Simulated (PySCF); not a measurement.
Computed Raman spectrum (relative Raman activity) of a molecule C4H5BO. The structure is a stationary point at r2SCAN-D4/def2-SVP. The values are those of a single conformer. The numbers are results of r2SCAN-D4/def2-SVP in PySCF, not measurements. Harmonic, unscaled wavenumbers; measured fundamentals usually lie a few per cent lower.

```
ν (cm⁻¹)  relative intensity
--------  ------------------
147                      3.1
504                      5.4
940                      3.4
1049                     5.7
1158                     2.5
1174                     8.4
1331                     3.5
1392                     3.3
1426                      11
2137                     100
2983                      19
2998                      99
3033                      13
3037                      60
3460                     7.1
```

Q: Identify the compound among the candidates.
(A) OB1C=CC=C1
(B) C#CB1COC1
(C) C#CB(O)C=C
(D) C=CB1C=CO1

A: B, C#CB1COC1
